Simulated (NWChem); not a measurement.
Molecule: CH6GaN; SMILES C[NH][GaH2]

```xyz
9

Ga    -0.0436    -0.8079     0.0000
H      1.0926    -1.8922     0.0000
H     -1.6021    -1.0136     0.0000
N      0.5189     0.9353     0.0000
C     -0.2863     2.1406     0.0000
H      1.5253     1.1242     0.0000
H     -0.1072     2.7795    -0.8963
H     -0.1072     2.7795     0.8963
H     -1.3638     1.8770     0.0000
```
Atoms are numbered in this order, from 1.

Results from NWChem. Pople sets run with spherical d functions. Coordinates come from a PBE-D3(BJ)/def2-SVP optimisation. Vertical excitations in the gas phase; the lowest state need not have the same character in each row.

Problem. Order these by “lowest excitation, singlet (eV)”, lowest first: LDA (Slater exchange, VWN5)/6-31G*, full TDDFT; B3LYP/6-31G*, full TDDFT; BHandHLYP/6-31G*, full TDDFT.

Solution. LDA (Slater exchange, VWN5)/6-31G*, full TDDFT (4.81), B3LYP/6-31G*, full TDDFT (5.06), BHandHLYP/6-31G*, full TDDFT (5.53)
